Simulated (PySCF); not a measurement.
# TiCl4: PBE0 against B3LYP

Base calculation in PySCF with density fitting and no spin–orbit coupling, PBE0/def2-TZVP (no relativity): singlet, Td, Ti–Cl 2.163 Å (×4); wavenumbers 115 (×2), 137 (×3), 396, 511 (×3) cm⁻¹; gap between the highest occupied and lowest empty levels 5.87 eV, polar-tensor charge of Ti 2.06 e, atomisation energy (no zero-point energy) 1727 kJ/mol.

Question: What changes on going to B3LYP/def2-TZVP (no relativity)?

Answer: The point group stays the same. Changes: mean bond to Ti +0.018 Å, highest wavenumber -15 cm⁻¹, lowest wavenumber 0 cm⁻¹, gap between the highest occupied and lowest empty levels -0.60 eV, polar-tensor charge of Ti -0.06 e, atomisation energy (no zero-point energy) -48 kJ/mol. The new structure has Ti–Cl 2.181 Å (×4), with wavenumbers 115 (×2), 138 (×3), 385, 496 (×3) cm⁻¹.

Each species is the lowest minimum found with this bonding; other isomers or fragments can lie lower.
